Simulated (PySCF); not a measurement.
**NMR problem set**

No relativistic terms, one computed conformer, fast rotation and ring inversion assumed for equivalent nuclei, in vacuum. NMR shieldings at PBE0/pcSseg-1/GIAO; J couplings at B3LYP/pcJ-1 (spin–dipole term left out of most H,H and C,H couplings); coordinates at the GFN2-xTB level; PySCF.

Shifts are taken against calculated references (same method and geometry level): 1H (σref 31.72) and 13C (σref 186.93) against TMS. Multiplet labels drop J under 1 Hz and among equivalent protons, and merge close values. Unscaled 3J(H,H) run several per cent high. Splittings of carbon signals by F and P are missing where no couplings were computed. Where no couplings were computed, multiplicities follow the n + 1 count of equivalent neighbours, and m marks all less simple cases (inequivalent or close neighbours, rings, F or P nearby). Shifts are as computed. Against solution values, carbons near 30 ppm lie about +3 ppm off and those near 130 ppm about +5 ppm. Of 1211 compounds with measured shifts, 218 miss one by over three times the rms of a fit or turn the order of signals round; such compounds aren't used in these exercises.

(1) C6H9FN2Si. 1H NMR (400 MHz, computed): δ 5.97 (m, 1H), 4.53 (s, 3H), 3.20 (m, 1H), 1.54 (m, 2H), 0.92 (m, 2H). 13C{1H} NMR (computed): δ 173.3, 134.9, 105.3, 35.6, 10.5. What is it?

(2) C5H3NO. 1H NMR (300 MHz, computed): δ 7.96 (d, J = 1.6 Hz, 1H), 7.55 (dd, J = 2.4, 1.6 Hz, 1H), 6.94 (d, J = 2.4 Hz, 1H). 13C{1H} NMR (computed): δ 156.1 (CH), 148.5 (CH), 121.4 (CH), 117.7 (C), 105.7 (C). Identify the compound.

(3) C5H5F3Si. 1H NMR (400 MHz, computed): δ 6.83 (m, 1H), 6.68 (m, 1H), 4.84 (m, 2H), 2.11 (t, 1H). 13C{1H} NMR (computed): δ 145.0, 138.6, 131.6, 107.9, 82.7. Give a structure.

## Answers

(1) `C1C(n2c([SiH3])cc(F)n2)C1`. Rings plus π bonds: 4 (2 rings in the answer). 5 carbon signals for 6 carbons: some carbons are equivalent by symmetry or fast rotation. Carbon types of the structure: 2 × C, 2 × CH, 2 × CH2, leaving 3 H on heteroatoms. δC 173.3: aromatic carbon bearing fluorine; σ withdrawal by the attached heteroatom moves it downfield of the ring CH carbons. δC 134.9: substituted aromatic carbon next to a ring nitrogen. δC 105.3: aromatic CH. δH 3.20, 1.54, 0.92: hydrogen on a three-membered-ring carbon.

The shifts were computed for this structure.

(2) `N#Cc1ccoc1`. Rings plus π bonds: 5 (1 ring in the answer). 5 carbon signals for 5 carbons: no two carbons are equivalent. Carbon types of the structure: 2 × C, 3 × CH, which accounts for all hydrogens. δC 156.1, 148.5: aromatic CH next to the ring oxygen. δC 121.4: aromatic CH. δC 117.7: nitrile carbon; C≡N carbons fall here, among the sp2 signals but without a proton. δC 105.7: substituted aromatic carbon.

The shifts were computed for this structure.

(3) `[SiH2](C#C)/C=C/C(F)(F)F`. The formula gives 3 degrees of unsaturation (no ring in the answer). 5 carbon signals for 5 carbons: no two carbons are equivalent. Carbon types of the structure: 2 × C, 3 × CH, leaving 2 H on heteroatoms. δC 145.0, 138.6: alkene CH; as expected for a trigonal carbon in a double bond. δC 131.6: CF3 carbon; 3 electronegative neighbours deshield it. δC 107.9: terminal alkyne carbon. δC 82.7: alkyne carbon; the triple bond shields along its axis, which puts it between sp3 and sp2 carbons.

This is the structure that produced the data.
